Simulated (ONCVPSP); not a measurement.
# Before and after: ONCV potential for rubidium

rubidium, optimised norm-conserving Vanderbilt (ONCV), made with ONCVPSP 4.0.1 (PBE, scalar-relativistic). Core [Ar] 3d10, reference 4s2 4p6 5s1. Waves: 4s+5s: rc 2.35 bohr, ncon 4, nbas 8, qcut 5.9 1/bohr, 2 projectors; 4p: rc 1.75 bohr, ncon 4, nbas 6, qcut 3.9 1/bohr, 1 projector; d scattering state at 0.41 Ha: rc 2.20 bohr, ncon 5, nbas 9, qcut 4.3 1/bohr, 2 projectors, debl 3.3 Ha. Local part: polynomial inside 1.10 bohr (lpopt 5, dvloc0 0 Ha). Core correction: none.

Change: p: qcut 5.7.

Cutoffs: the cutoffs (Ha) at which the residual kinetic energy of the hardest occupied pseudo-wave falls to 1 and 0.1 mHa per electron; they do not see the model core or the augmentation charge, which bear on the density cutoff. Errors are all-electron minus pseudo energies relative to the spin-unpolarised reference configuration.

**Question.** How do hardness, ghosts and transferability respond?

**Answer.** The potential gets softer (22 Ha and 31 Ha → 14 Ha and 26 Ha); the errors of the 4 common tests hardly move; neither file shows a bound ghost.

```csv
quantity,base,changed
"cutoff, loose",22 Ha,14 Ha
"cutoff, tight",31 Ha,26 Ha
loose cutoff by channel,"s 9.9 Ha, p 22 Ha","s 9.9 Ha, p 14 Ha"
bound ghosts,none,none
GHOST(+) flags under 300 eV,s at 46.4 eV,s at 46.4 eV
"error for 4s2 4p6 5s0, meV [ΔE 4.15 eV]",-0.2,-0.2
"error for 4s2 4p6 5s0.5, meV [ΔE 1.58 eV]",-0.1,-0.1
"error for 4s2 4p6 5s0 5p1, meV [ΔE 1.52 eV]",+4.9,+4.2
"error for 4s1 4p6 5s1, meV [ΔE 37.74 eV]",-60,-64
s: phases at 2.39 bohr within 0.05 rad from the reference energy up to (Ha; the scan ends near 5),1.6,1.6
p: phases at 1.77 bohr within 0.05 rad from the reference energy up to (Ha; the scan ends near 5),1.4,1.6
d: phases at 2.24 bohr within 0.05 rad from the reference energy up to (Ha; the scan ends near 5),to the end of the scan,to the end of the scan
```
